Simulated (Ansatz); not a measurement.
A structure relaxed at r2SCAN-D4/def2-SVP in Ansatz, charge 0, singlet:

```xyz
12

Be   -0.623   -1.413    0.591
Be    0.849   -0.561   -1.304
Be   -1.331    0.632   -0.750
Be   -0.849    0.561    1.304
Be    1.331   -0.632    0.750
Be    0.623    1.413   -0.591
O     0.621   -1.747   -0.303
O    -0.167    0.529   -1.795
O    -1.804   -0.419    0.313
O     0.167   -0.529    1.795
O     1.804    0.419   -0.313
O    -0.621    1.747    0.303
```

Question: Give its formula, name or SMILES and point group.

Answer: (BeO)6 prism (Be₆O₆). Point group D3d (tolerance 0.1 Å).

Question: Summarise the bond lengths by kind (pairs closer than 1.2 times the sum of covalent radii, bridged metal pairs left out).

Answer: 18 × Be–O 1.57 to 1.69 Å.

Another isomer (singlet) lies 0.03 eV lower at PBE-D4/def2-SVP; other spin states weren't run for this one.
